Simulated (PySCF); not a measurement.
Electronic absorption of C6H7F3Si

Compound: C6H7F3Si.
SMILES with atom numbers: `[F:1][C:2]([F:3])([F:4])[C:5]#[C:6][CH:7]1[CH2:8][SiH2:9][CH2:10]1` (hydrogens: H11 on C7; H12, H13 on C8; H14, H15 on Si9; H16, H17 on C10)

Computed with TDDFT PBE0/def2-SVPD, vertical, gas phase, core orbitals frozen in the response (PySCF). The structure is a single PBE0-D3(BJ)/def2-SVP conformer in the gas phase; no vibrational or solvent corrections.

```tsv
state	E (eV)	E (kJ/mol)	λ (nm)	f	main configurations (H = HOMO, L = LUMO)
S1	6.09	587	203.6	0.0002	H→L (76%), H→L+3 (8%), H-1→L+1 (8%)
S2	6.37	615	194.6	0.019	H-1→L (48%), H→L+1 (36%)
S3	6.40	617	193.8	0.0002	H-1→L+1 (72%), H→L (12%), H-1→L+2 (9%)
S4	7.21	696	171.9	0.0098	H-3→L (64%), H→L+3 (23%)
S5	7.33	707	169.3	0.282	H-2→L (64%), H-1→L (22%), H→L+1 (9%)
S6	7.44	718	166.6	0.042	H→L+2 (59%), H→L+1 (25%), H-2→L (8%)
S7	7.52	726	164.8	0.0007	H-1→L+2 (64%), H-2→L+1 (18%), H-1→L+1 (13%)
S8	7.70	743	161.0	0.210	H-1→L+3 (26%), H-2→L (21%), H→L+2 (19%)
S9	7.75	748	159.9	0.0072	H-2→L+1 (69%), H-1→L+2 (20%)
S10	7.82	755	158.5	0.0008	H-4→L (49%), H→L+3 (20%), H-3→L (20%)
```

Triplets, Tamm–Dancoff:

```csv
state,E (eV),λ (nm),"main configurations (H = HOMO, L = LUMO)"
T1,5.02,247.2,"H-1→L (38%), H→L+1 (25%), H-1→L+3 (14%)"
T2,5.49,225.8,"H→L (43%), H-1→L+1 (27%), H→L+3 (10%)"
T3,5.51,224.9,"H→L+1 (41%), H-1→L (28%)"
T4,6.15,201.6,"H-1→L+1 (46%), H→L (37%)"
```

The lowest singlet lies at 6.09 eV (204 nm, ultraviolet) and is dark (f under 0.0005); its leading configuration is HOMO→LUMO (76%). The strongest level in the table is S5 at 7.33 eV (169 nm, f = 0.282). Löwdin shares by element: HOMO carbon 69% or more (atoms not listed hold the other 31%); LUMO carbon 36% or more, silicon 21% (atoms not listed hold the other 43%). The listed states span 1.73 eV, and the widest gap between neighbours is 0.81 eV (S3 to S4). Of the 10 states listed, 4 reach f = 0.01 and 2 stay under 0.0005. Weighted by f, the mean energy of these states is 7.44 eV. All these states lie below the vertical ionisation energy of 10.01 eV (ΔSCF). Only the lowest 10 singlets were computed, as vertical energies without vibronic structure.
